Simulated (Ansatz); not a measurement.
```yaml
crystal:
  periodic: [false, false, false]
  atoms:
    - {symbol: N, position_ang: [-0.933809, 1.665423, -1.719999]}
    - {symbol: Al, position_ang: [0.465829, 0.682573, -1.270779]}
    - {symbol: O, position_ang: [0.347166, -0.259428, 0.129920]}
    - {symbol: Si, position_ang: [0.671326, -1.280636, 1.349280]}
    - {symbol: H, position_ang: [-0.979206, 2.263054, -2.528557]}
    - {symbol: H, position_ang: [-1.795828, 1.701063, -1.197311]}
    - {symbol: H, position_ang: [0.560400, -0.571494, 2.652304]}
    - {symbol: H, position_ang: [2.047806, -1.835388, 1.229241]}
    - {symbol: H, position_ang: [-0.295183, -2.411467, 1.338901]}
basis:
  gaussian: {orbitals: "6-31++G**"}
magnetization: {spin_polarized: true, initial_magnetization: 1}
hamiltonian: {xc: {name: SVWN5}}
```

```sh
$ ansatz run in.yaml --threads 4 --pin off --events-out ev --progress --plain --max-ram 10444MiB
```

Output, abridged:

```
Functional definition: SVWN5
1126 factors; their error is unknown
mean field evaluation 1: about -17986.2872 eV, gradient 7.2e1 eV
mean field evaluation 2: about -17854.7167 eV, gradient 1.6e2 eV
mean field evaluation 4: about -18003.8534 eV, gradient 2.8e1 eV
mean field evaluation 8: about -18006.9543 eV, gradient 2.0e-1 eV
mean field evaluation 16: about -18006.8997 eV, gradient 1.0e-4 eV
mean field -18006.89966271 eV, -661.7413570895 hartree, gradient 2.1e-5 eV, S^2 0.751560; 0 other end points of the search recorded, 0 dependent functions left out
reference -18006.89974192 eV, -661.7413600004 hartree; 24, 23 occupied and 90, 91 virtual orbitals, 1126 factors
Total energy: -18006.89974192 eV, -661.7413600004 hartree
```

Hardware: 4 threads of an Arm Neoverse V2 on a shared host. Wall time 0.75 s, peak host memory 0.41 GiB.
